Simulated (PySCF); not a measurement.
# NMR data sheet: C₃H₅F₃OSi₂

```yaml
Formula: C3H5F3OSi2
SMILES: O=C/C([SiH3])=C\[Si](F)(F)F
Point_group_of_the_computed_structure: Cs
Degrees_of_unsaturation: 2
Carbon_signals: 3
Proton_signals: 3
```

Atoms are numbered as in `[O:1]=[CH:2]/[C:3]([SiH3:4])=[CH:5]\[Si:6]([F:7])([F:8])[F:9]`. Each H is labelled by its parent atom.

Level of theory: GFN2-xTB geometry, shieldings: GIAO PBE0/pcSseg-1, in PySCF (no relativistic terms, one averaged value for each set of equivalent atoms, isolated molecule, one computed conformer).

Chemical shifts δ = σref − σ; ¹H (σ = 31.72 ppm) and ¹³C (σ = 186.93 ppm) and ²⁹Si (σ = 349.16 ppm) against TMS; ¹⁹F (σ = 170.95 ppm) against CFCl3; ¹⁷O (σ = 336.08 ppm) against H2O, all at this level.

| carbon | δC, type | δH (multiplicity) | HMBC from (2–3 bonds) | span of the C tensor (ppm) |
| --- | --- | --- | --- | --- |
| C2 | 195.7, CH | 9.54 (s) | H(C5), H(Si4) | 194 |
| C3 | 158.6, C | – | H(C2), H(C5), H(Si4) | 252 |
| C5 | 168.5, CH | 7.40 (m) | H(C2), H(Si4) | 276 |

Other nuclei:
```json
{"atoms": "H(Si4)", "nucleus": "¹H", "environment": "hydrogen on a silicon bonded to C", "δ (ppm)": "4.40", "σ (ppm)": "27.31"}
{"atoms": "F7/F8/F9", "nucleus": "¹⁹F", "environment": "fluorine bonded to Si", "δ (ppm)": "-153.5", "σ (ppm)": "324.4"}
{"atoms": "Si4", "nucleus": "²⁹Si", "environment": "silicon bonded to C, 3 H", "δ (ppm)": "-72.4", "σ (ppm)": "421.5"}
{"atoms": "Si6", "nucleus": "²⁹Si", "environment": "silicon bonded to C, 3 F", "δ (ppm)": "-83.4", "σ (ppm)": "432.5"}
{"atoms": "O1", "nucleus": "¹⁷O", "environment": "aldehyde oxygen", "δ (ppm)": "585.6", "σ (ppm)": "-249.5"}
```

Carbon types of the structure: 1 × C, 2 × CH, leaving 3 H on heteroatoms. δC 195.7: aldehyde carbonyl carbon; the double bond to the heteroatom, with no lone-pair donor beside it, deshields it most. δC 168.5: β carbon of a C=C–C=O unit; conjugation with the carbonyl draws π density from the β position. δC 158.6: α carbon of a C=C–C=O unit; an sp2 carbon of a C=C bond. δH 9.54: hydrogen on an aldehyde carbonyl carbon; the C=O anisotropy and electron withdrawal place aldehyde protons far downfield. δH 7.40: hydrogen on a β carbon of a C=C–C=O unit; a vinylic proton, deshielded by the sp2 carbon and the C=C anisotropy.

Splittings by ¹⁹F in the carbon and heteronuclear signals aren't shown, as no couplings were computed. Shifts are as computed. Against solution values, carbons near 30 ppm lie about +3 ppm off and those near 130 ppm about +5 ppm. Of 1211 compounds with measured shifts, 218 miss one by over three times the rms of a fit or turn the order of signals round; such compounds aren't used in these exercises. Unscaled 19F shifts against computed CFCl3 carry errors that often reach 10 to 50 ppm. Unscaled 17O shifts of doubly bonded oxygen tend to come out too high, by tens of ppm or more. Experimental scales use liquid or dissolved standards, which lie at an offset from isolated H2O (liquid H2O: subtract about 36 ppm). Multiplicities follow the n + 1 count of equivalent neighbours, as no J values were calculated; m marks all less simple cases, F and P coupling included.
